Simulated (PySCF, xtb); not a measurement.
AlClBr₂, SMILES [Cl][Al]([Br])[Br].

Harmonic wavenumbers (cm⁻¹) from GFN2-xTB run with xtb 6.7.1 at its own minimum, in rising order: 84, 93, 186, 288, 530, 629.

### Question
What does r2SCAN-D4/def2-SVP (PySCF) give at its own minimum? (The exact figures need the calculation; the answer reports its results.)

### Answer
101, 121, 182, 277, 523, 600. Paired by order, the mean absolute difference is 16 cm⁻¹ and the zero-point energies are 2.6 and 2.6 kcal/mol.
